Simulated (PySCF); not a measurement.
**Spinor energies of Tl⁷⁶⁺ (thallium, charge +76)**

Start: [He] 2s2 2p1; 2p3/2 filled at m_j = +3/2. Calculated with PySCF 2.14 in an uncontracted even-tempered set (16 s from 67 bohr⁻², ratio 2.4; 13 p from 87 bohr⁻², ratio 2.4; 5 d from 280 bohr⁻², ratio 2.6; 4 f from 420 bohr⁻², ratio 2.6): generalised Hartree-Fock with the X2C-1e Hamiltonian and a Gaussian nucleus; one run each with spin-orbit coupling (SO) screened by Boettger's factors, then bare. This is a chosen level, not necessarily the ground level.

```csv
spinor shell,electrons,"ε, screened SO (eV)","ε, bare SO (eV)",weight of nominal j (bare SO),"rms radius, bare SO (bohr)"
1s1/2,2,-95479.7,-95480.2,1.000,0.0183
2s1/2,2,-23540.1,-23540.3,1.000,0.0715
2p3/2,1,-21045.4,-21031.0,1.000,0.0672
```

```json
{"quantity": "E (hartree)", "screened SO": "-9739.10989", "bare SO": "-9738.57960"}
{"quantity": "M_J", "screened SO": "3/2", "bare SO": "3/2"}
{"quantity": "⟨J²⟩", "screened SO": "3.750", "bare SO": "3.750"}
{"quantity": "⟨L²⟩", "screened SO": "2.000", "bare SO": "2.000"}
{"quantity": "⟨S²⟩", "screened SO": "0.750", "bare SO": "0.750"}
```

Each row is a mean over spinors that exchange with the open shell spreads, by up to 73.695 eV (2s1/2).

Breit and QED terms are absent; they matter most for the inner s and p1/2 levels.

Densities and radii are taken from the X2C orbitals without a picture-change correction, which distorts them close to the nucleus.
